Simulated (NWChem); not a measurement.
InAsH₄; SMILES [InH2][AsH2]

All runs: NWChem. All runs use the structure optimised with PBE0/def2-SVP. No frequency run checked for a minimum. def2 effective core potentials on In; no spin-orbit coupling. Ions are spin-unrestricted doublets at the neutral geometry; other ion states weren't tried.

Task: Estimate the computed values for CAM-B3LYP/def2-SVP. Quantities: vertical ionisation energy, ΔSCF (eV); −ε(HOMO) (eV).

Result: 
```
Quantity                               Result
-------------------------------------  ------
vertical ionisation energy, ΔSCF (eV)    8.99
−ε(HOMO) (eV)                            8.04
```
